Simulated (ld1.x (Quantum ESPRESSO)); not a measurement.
How hard is this Sb (Z = 51) ultrasoft potential?

ld1.x (Quantum ESPRESSO) 7.5 input, shortened:

```
&input
   title='Sb', zed=51., rel=1, dft='PBE', iswitch=3,
   config='[Kr] 4d10 5s2 5p3'
 /
 &inputp
   pseudotype=3, tm=.true., lloc=-1, rcloc=1.25,
   nlcc=.true., rcore=0.65,
   which_augfun='PSQ', rmatch_augfun_nc=.true.
 /
6
5S  1  0   2.00   0.00  1.45  2.00  0.0
5S  1  0   0.00   0.50  1.45  2.00  0.0
5P  2  1   3.00   0.00  1.60  2.05  0.0
5P  2  1   0.00   1.05  1.60  2.05  0.0
4D  3  2  10.00   0.00  0.95  1.00  0.0
4D  3  2   0.00   1.30  0.95  1.00  0.0
 &test
   configts(1)='4d10 5s2 5p3'
 /
```

The pseudo-atom Hamiltonian at the reference potential is diagonalised in spherical Bessel functions j_l(qr) that vanish at 20 bohr, with q² up to the cutoff. All-electron valence levels (Ry): 5s -0.9430, 5p -0.3548, 4d -2.4628.

Task: How do the lowest levels (Ry) of each channel move with the cutoff, and are there ghosts?

Result:

| cutoff (Ry) | s #1 | s #2 | p #1 | p #2 | d #1 | f #1 | f #2 | Σ f·Δε (mRy) |
| --- | --- | --- | --- | --- | --- | --- | --- | --- |
| 8 | -0.9413 | -0.0358 | -0.3533 | 0.0234 | -0.0695 | 0.1093 | 0.2296 | 23942.9 |
| 18 | -9.0806 | -0.9429 | -0.3548 | 0.0233 | -0.6978 | 0.1093 | 0.2296 | 17652.1 |
| 35 | -15.8201 | -0.9430 | -0.4996 | -0.3548 | -1.6339 | 0.1093 | 0.2296 | 8290.8 |
| 55 | -16.8743 | -0.9431 | -1.7044 | -0.3549 | -2.2540 | 0.1093 | 0.2296 | 2089.5 |
| 80 | -16.9929 | -0.9431 | -1.9507 | -0.3549 | -2.4345 | 0.1093 | 0.2296 | 284.4 |
| 120 | -17.0039 | -0.9431 | -1.9741 | -0.3549 | -2.4621 | 0.1093 | 0.2296 | 8.6 |
| 200 | -17.0042 | -0.9431 | -1.9746 | -0.3549 | -2.4628 | 0.1093 | 0.2296 | 1.1 |
| 350 | -17.0042 | -0.9431 | -1.9746 | -0.3549 | -2.4629 | 0.1093 | 0.2296 | 0.2 |
| 400 | -17.0042 | -0.9431 | -1.9746 | -0.3549 | -2.4629 | 0.1093 | 0.2296 | 0.0 |

Result: ghost states, extra bound levels that the all-electron valence spectrum of the same l lacks: s at -231.4 eV, p at -26.9 eV (a true bound ghost makes a file unfit for plane-wave use); 10 mRy is reached at 120 Ry and 1 mRy at 260 Ry.
